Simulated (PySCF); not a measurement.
**Pb⁺ (lead, charge +1): r2SCANh calculation**

Configuration: [Xe] 4f14 5d10 6s1 6p1 7s1, high-spin 4P determinant (an excited configuration). Computed with PySCF 2.14 in aug-cc-pVQZ-DK3 (10s9p7d4f2g, 118 functions), with the spin-free X2C one-electron Hamiltonian (Gaussian nucleus).

```
Total energy                                                  : -20882.95 hartree
One-electron energy                                           : -28531.71 hartree
Hartree (Coulomb) energy                                      : 8044.10 hartree
Exchange-correlation energy                                   : -395.34 hartree
⟨S²⟩                                                          : 3.7530
⟨L²⟩                                                          : 2.094
Sum of ⟨r⟩                                                    : 48.19 bohr
Sum of ⟨r²⟩                                                   : 81.51 bohr²
Traceless quadrupole moment −½Σ⟨3z² − r²⟩ along its main axis : -0.518 e·bohr²
Langevin diamagnetic susceptibility                           : -64.6 ×10⁻⁶ cm³/mol
Time after the integrals                                      : roughly 13 core-seconds
```

```csv
shell,electrons,mean orbital energy (eV),spread (eV),"rms radius, mean of both spins (bohr)"
1s α,1,-87895.2,0,0.0181
1s β,1,-87895.2,0,0.0181
2s α,1,-15772.7,0,0.0730
2s β,1,-15772.7,0,0.0730
2p α,3,-13603.0,0.022,0.0673
2p β,3,-13603.0,0.055,0.0673
3s α,1,-3814.7,0,0.186
3s β,1,-3814.7,0,0.186
3p α,3,-3185.4,0.108,0.189
3p β,3,-3185.4,0.132,0.189
3d α,5,-2509.4,0.100,0.173
3d β,5,-2509.4,0.114,0.173
4s α,1,-883.79,0,0.408
4s β,1,-883.71,0,0.408
4p α,3,-675.07,0.221,0.436
4p β,3,-674.99,0.263,0.436
4d α,5,-423.25,0.228,0.463
4d β,5,-423.18,0.262,0.463
5s α,1,-161.43,0,0.910
5s β,1,-161.25,0,0.910
4f α,7,-149.44,0.246,0.495
4f β,7,-149.36,0.286,0.495
5p α,3,-103.13,0.412,1.04
5p β,3,-102.99,0.530,1.04
5d α,5,-35.651,0.440,1.38
5d β,5,-35.043,0.670,1.38
6s α,1,-24.744,0,2.31
6p α,1,-14.438,0,2.97
7s α,1,-6.567,0,5.70
```

Spin-orbit coupling, absent here, splits the open shell strongly. The outer electron is Rydberg-like, and this basis confines it to a smaller radius and binds it less than a complete one would.

Densities and radii are taken from the X2C orbitals without a picture-change correction, which distorts them close to the nucleus.
